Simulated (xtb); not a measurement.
xtb input (GFN2-xTB):

```bash
xtb mol.xyz --gfn 2 --sp --chrg -1 --uhf 0
```
mol.xyz:
```
9

C     -1.57134258    -0.10320247     0.09732003
C     -0.29556389    -0.64765176    -0.47487173
C      0.93663436    -0.10155905    -0.18602622
O      1.23429987     0.88461565     0.55435240
H     -2.12889433    -0.82710984     0.71594699
H     -1.32489634     0.74824106     0.73774572
H     -2.28544814     0.25575555    -0.66347399
H     -0.33558096    -1.50429711    -1.14280908
H      1.78205344    -0.63503520    -0.70076135
```

Output:

```
           -------------------------------------------------
          |                Calculation Setup                |
           -------------------------------------------------

           -------------------------------------------------
          |                 G F N 2 - x T B                 |
           -------------------------------------------------

        Reference                      10.1021/acs.jctc.8b01176
      * Hamiltonian:
        H0-scaling (s, p, d)           1.850000    2.230000    2.230000
        zeta-weighting                 0.500000
      * Dispersion:
        s8                             2.700000
        a1                             0.520000
        a2                             5.000000
        s9                             5.000000
      * Repulsion:
        kExp                           1.500000    1.000000
        rExp                           1.000000
      * Coulomb:
        alpha                          2.000000
        third order                    shell-resolved
        anisotropic                    true
        a3                             3.000000
        a5                             4.000000
        cn-shift                       1.200000
        cn-exp                         4.000000
        max-rad                        5.000000

          ...................................................
          :                      SETUP                      :
          :.................................................:
          :  # basis functions                  21          :
          :  # atomic orbitals                  21          :
          :  # shells                           13          :
          :  # electrons                        24          :
          :  max. iterations                   250          :
          :  Hamiltonian                  GFN2-xTB          :
          :  restarted?                      false          :
          :  GBSA solvation                  false          :
          :  PC potential                    false          :
          :  electronic temp.          300.0000000     K    :
          :  accuracy                    1.0000000          :
          :  -> integral cutoff          0.2500000E+02      :
          :  -> integral neglect         0.1000000E-07      :
          :  -> SCF convergence          0.1000000E-05 Eh   :
          :  -> wf. convergence          0.1000000E-03 e    :
          :  Broyden damping             0.4000000          :
          :  net charge                         -1          :
          :  unpaired electrons                  0          :
          ...................................................

 iter      E             dE          RMSdq      gap      omega  full diag
   1    -13.2712511 -0.132713E+02  0.481E+00    4.94       0.0  T
   2    -13.3399021 -0.686511E-01  0.180E+00    4.46       1.0  T
   3    -13.3404402 -0.538065E-03  0.106E+00    4.57       1.0  T
   4    -13.3401163  0.323856E-03  0.317E-01    4.45       1.0  T
   5    -13.3408257 -0.709319E-03  0.971E-02    4.51       1.0  T
   6    -13.3408339 -0.818757E-05  0.579E-02    4.51       1.0  T
   7    -13.3408387 -0.484136E-05  0.949E-03    4.51       3.5  T
   8    -13.3408389 -0.165816E-06  0.434E-03    4.51       7.7  T
   9    -13.3408389 -0.421801E-07  0.659E-04    4.51      50.6  T
  10    -13.3408389 -0.200016E-08  0.324E-04    4.51     103.0  T

   *** convergence criteria satisfied after 10 iterations ***

         #    Occupation            Energy/Eh            Energy/eV
      -------------------------------------------------------------
         1        2.0000           -0.4140618             -11.2672
       ...           ...                  ...                  ...
         6        2.0000           -0.2981559              -8.1132
         7        2.0000           -0.2638158              -7.1788
         8        2.0000           -0.2481970              -6.7538
         9        2.0000           -0.2281043              -6.2070
        10        2.0000           -0.2233065              -6.0765
        11        2.0000           -0.1269803              -3.4553
        12        2.0000           -0.1016829              -2.7669 (HOMO)
        13                          0.0641714               1.7462 (LUMO)
        14                          0.2966722               8.0729
        15                          0.3412795               9.2867
        16                          0.3605361               9.8107
        17                          0.3731659              10.1544
       ...                                ...                  ...
        21                          0.8104446              22.0533
      -------------------------------------------------------------
                  HL-Gap            0.1658543 Eh            4.5131 eV
             Fermi-level           -0.0187557 Eh           -0.5104 eV

 SCC (total)                   0 d,  0 h,  0 min,  0.006 sec
 SCC setup                      ...        0 min,  0.000 sec (  2.466%)
 Dispersion                     ...        0 min,  0.000 sec (  1.726%)
 classical contributions        ...        0 min,  0.000 sec (  0.549%)
 integral evaluation            ...        0 min,  0.001 sec ( 12.516%)
 iterations                     ...        0 min,  0.003 sec ( 52.170%)
 molecular gradient             ...        0 min,  0.002 sec ( 26.539%)
 printout                       ...        0 min,  0.000 sec (  3.725%)

         :::::::::::::::::::::::::::::::::::::::::::::::::::::
         ::                     SUMMARY                     ::
         :::::::::::::::::::::::::::::::::::::::::::::::::::::
         :: total energy             -13.188455530393 Eh    ::
         :: gradient norm              0.028124989584 Eh/a0 ::
         :: HOMO-LUMO gap              4.513125030028 eV    ::
         ::.................................................::
         :: SCC energy               -13.340837867146 Eh    ::
         :: -> isotropic ES            0.170929863132 Eh    ::
         :: -> anisotropic ES          0.012154309024 Eh    ::
         :: -> anisotropic XC          0.002409490468 Eh    ::
         :: -> dispersion             -0.004752967729 Eh    ::
         :: repulsion energy           0.152382336753 Eh    ::
         :: add. restraining           0.000000000000 Eh    ::
         :: total charge              -1.000000000000 e     ::
         :::::::::::::::::::::::::::::::::::::::::::::::::::::

           -------------------------------------------------
          |                Property Printout                |
           -------------------------------------------------

    * Orbital Energies and Occupations

         #    Occupation            Energy/Eh            Energy/eV
      -------------------------------------------------------------
         1        2.0000           -0.4140618             -11.2672
         2        2.0000           -0.4052312             -11.0269
         3        2.0000           -0.3653603              -9.9420
         4        2.0000           -0.3194534              -8.6928
         5        2.0000           -0.3030787              -8.2472
         6        2.0000           -0.2981559              -8.1132
         7        2.0000           -0.2638158              -7.1788
         8        2.0000           -0.2481970              -6.7538
         9        2.0000           -0.2281043              -6.2070
        10        2.0000           -0.2233065              -6.0765
        11        2.0000           -0.1269803              -3.4553
        12        2.0000           -0.1016829              -2.7669 (HOMO)
        13                          0.0641714               1.7462 (LUMO)
        14                          0.2966722               8.0729
Note: The following floating-point exceptions are signalling: IEEE_UNDERFLOW_FLAG IEEE_DENORMAL
normal termination of xtb
        15                          0.3412795               9.2867
        16                          0.3605361               9.8107
        17                          0.3731659              10.1544
        18                          0.3951463              10.7525
        19                          0.4647160              12.6456
        20                          0.6646308              18.0855
        21                          0.8104446              22.0533
      -------------------------------------------------------------
                  HL-Gap            0.1658543 Eh            4.5131 eV
             Fermi-level           -0.0187557 Eh           -0.5104 eV

     #   Z          covCN         q      C6AA      α(0)
     1   6 C        3.749    -0.054    21.616     6.631
     2   6 C        2.883    -0.181    32.728     9.379
     3   6 C        2.757     0.152    24.689     8.137
     4   8 O        0.856    -0.646    27.269     7.001
     5   1 H        0.923    -0.040     3.856     3.071
     6   1 H        0.924     0.015     2.807     2.620
     7   1 H        0.923    -0.040     3.856     3.071
     8   1 H        0.925    -0.079     4.889     3.458
     9   1 H        0.919    -0.127     6.609     4.021

 Mol. C6AA /au·bohr⁶  :        952.311424
 Mol. C8AA /au·bohr⁸  :      20071.121193
 Mol. α(0) /au        :         47.388177

Wiberg/Mayer (AO) data.
largest (>0.10) Wiberg bond orders for each atom

 ---------------------------------------------------------------------------
     #   Z sym  total        # sym  WBO       # sym  WBO       # sym  WBO
 ---------------------------------------------------------------------------
     1   6 C    3.985 --     2 C    1.024     6 H    0.987     7 H    0.977
                             5 H    0.977
     2   6 C    3.839 --     3 C    1.589     1 C    1.024     8 H    0.970
                             4 O    0.247
     3   6 C    3.970 --     2 C    1.589     4 O    1.430     9 H    0.918
     4   8 O    1.751 --     3 C    1.430     2 C    0.247
     5   1 H    0.998 --     1 C    0.977
     6   1 H    1.000 --     1 C    0.987
     7   1 H    0.998 --     1 C    0.977
     8   1 H    0.994 --     2 C    0.970
     9   1 H    0.984 --     3 C    0.918
 ---------------------------------------------------------------------------

Topologies differ in total number of bonds
Writing topology from bond orders to xtbtopo.mol

molecular dipole:
                 x           y           z       tot (Debye)
 q only:       -1.056      -0.434      -0.221
   full:       -1.202      -0.646      -0.371       3.593
molecular quadrupole (traceless):
                xx          xy          yy          xz          yz          zz
 q only:       -4.089      -3.865       0.967      -1.992      -2.800       3.121
  q+dip:       -2.784      -4.477       0.277      -2.717      -2.607       2.507
   full:       -3.212      -4.628       0.415      -2.730      -2.870       2.797

           -------------------------------------------------
          | TOTAL ENERGY              -13.188455530393 Eh   |
          | GRADIENT NORM               0.028124989584 Eh/α |
          | HOMO-LUMO GAP               4.513125030028 eV   |
           -------------------------------------------------

------------------------------------------------------------------------
------------------------------------------------------------------------
 total:
 SCF:
```

It need not be the lowest isomer of its formula. Whether it binds its extra electron was not tested at this geometry.
